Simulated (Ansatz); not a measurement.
`N[B]([SiH3])[GeH3]` → B• + Ge• + 8 H• + N• + Si•  (atomization)

Gas-phase electronic energies from Ansatz, PBE0-D4/def2-TZVP geometries. CCSD(T)/CBS adds triple-zeta CCSD(T) − MP2 to the extrapolated MP2 energy (def2 sets, frozen cores). This one scheme is used for every species, atoms too. DFT in def2-TZVPP. No spin–orbit coupling; open shells (•) take unrestricted orbitals. Spin–orbit coupling would lower the free atoms: a little for B, Si; clearly for Ge. Bonds to Ge are less sure, by a few kJ/mol each and by 10 to 20 or more in all where they break to atoms, as the def2 sets lack core-valence functions. Scalar relativity is left out up to krypton. One conformer a species, not always the lowest.

`N[B]([SiH3])[GeH3]`:

Cartesian coordinates in Å:
```
N -1.187 0.772 -1.014
B -0.224 0.176 -0.216
Si 1.657 0.903 -0.205
Ge -0.782 -1.451 0.935
H -2.144 0.458 -1.065
H -1.001 1.568 -1.606
H 2.633 -0.136 -0.641
H 2.055 1.334 1.166
H 1.809 2.081 -1.114
H 0.027 -2.714 0.580
H -2.278 -1.796 0.741
H -0.564 -1.195 2.439
```

CCSD(T)/CBS gives +892.5 kcal/mol.

Problem. Another level gave +881.6 kcal/mol. Which?
A. PBE-D4/def2-TZVPP
B. SCS-MP2/def2-TZVPP
C. ωB97X-V/def2-TZVPP
D. B2PLYP/def2-TZVPP

Solution. D. B2PLYP 881.6, PBE-D4 894.7, ωB97X-V 899.3, SCS-MP2/def2-TZVPP 876.0 kcal/mol.

Largest T1 diagnostic among the species: 0.014.

In def2-TZVPP, CCSD(T) changes the Hartree–Fock value by +213.9 kcal/mol (the triples alone add +10.1 kcal/mol) and MP2 by +210.0 kcal/mol; breaking electron pairs costs correlation energy, which Hartree–Fock lacks. The D4 term adds +9.4 kcal/mol with B3LYP and +5.0 kcal/mol with PBE0; it sums over pairs of atoms, weighted by their polarisabilities, and B3LYP, whose exchange is more repulsive, gets the larger term. From PBE to PBE0 (25 % exact exchange), in def2-TZVPP and without D4, ΔE moves by −6.8 kcal/mol: exact exchange takes away binding that semilocal exchange gives to molecules.

B3LYP here is the variant with VWN-RPA as its local correlation; programs differ in this.

For atomizations the MP2-based limit and the directly extrapolated one differ by several kJ/mol either way, and by 10 to 25 for some Ge, Se and Sn compounds, so smaller differences from it don't rank the levels.
